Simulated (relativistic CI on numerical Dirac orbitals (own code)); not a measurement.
**Sensitivity of the levels of Eu XXIV to α and to the nuclear radius**

These numbers are calculated, not measured: Dirac-Coulomb-Breit CI, KLI orbitals optimised for each configuration, derivatives by finite differences, unscaled Slater integrals, QED left out (own radial code, finite nucleus).

Configurations in the expansion (outside the closed core [Ar] 3d10 4s2): 4p6.4d4, 4p5.4d5, 4p6.4d3.4f, 4p6.4d2.5s2, 4p6.4d.4f.5s2. Double excitations out of closed p, d and f shells are left out; levels of such configurations are missing from the list, as are those of other unlisted configurations, and high levels can miss mixing partners.

With x = (α/α₀)² − 1 an excitation energy changes as ω = ω₀ + qx; K = 2q/ω₀ is the relative enhancement. Terms are leading LS components, so labels can repeat. The field-shift factor is F = δν/δ⟨r²⟩ for the transition from the lowest level.

Lowest level 4p6.4d4 3P_0.

| Level | ω₀ (cm⁻¹) | q (cm⁻¹) | F (GHz/fm²) |
| --- | --- | --- | --- |
| 4p6.4d4 5D_1 | 33526.7 | 52670 | 0.793 |
| 4p6.4d4 5D_2 | 54875.7 | 73150 | 1.14 |
| 4p6.4d4 3F_4 | 66269.7 | 56590 | 0.982 |
| 4p6.4d4 5D_3 | 66689.8 | 74930 | 1.21 |
| 4p6.4d4 5D_0 | 95631.1 | 97030 | 1.61 |
| 4p6.4d4 3H_4 | 100119.2 | 102000 | 1.69 |
| 4p6.4d4 3G_3 | 109867.1 | 91330 | 1.6 |
| 4p6.4d4 3F_2 | 111081.1 | 83320 | 1.5 |
| 4p6.4d4 3H_5 | 118664.8 | 101400 | 1.76 |
| 4p6.4d4 3P_1 | 123415.6 | 106400 | 1.84 |
| 4p6.4d4 3H_6 | 126585.1 | 103100 | 1.81 |
| 4p6.4d4 3G_4 | 137523.7 | 105700 | 1.89 |
| 4p6.4d4 3D_2 | 140867.7 | 105000 | 1.9 |

At this charge energies of transitions that change n are usually good to better than 1 %, and those within a shell (Δn = 0) to a few per cent. Terms inside the open d or f shell come out 10 to 20 % too wide with unscaled integrals.

(1) Which transition from the lowest level has the largest |K|?

Answers

(1) 4p6.4d4 5D_1 at 33526.7 cm⁻¹, K = 3.14.
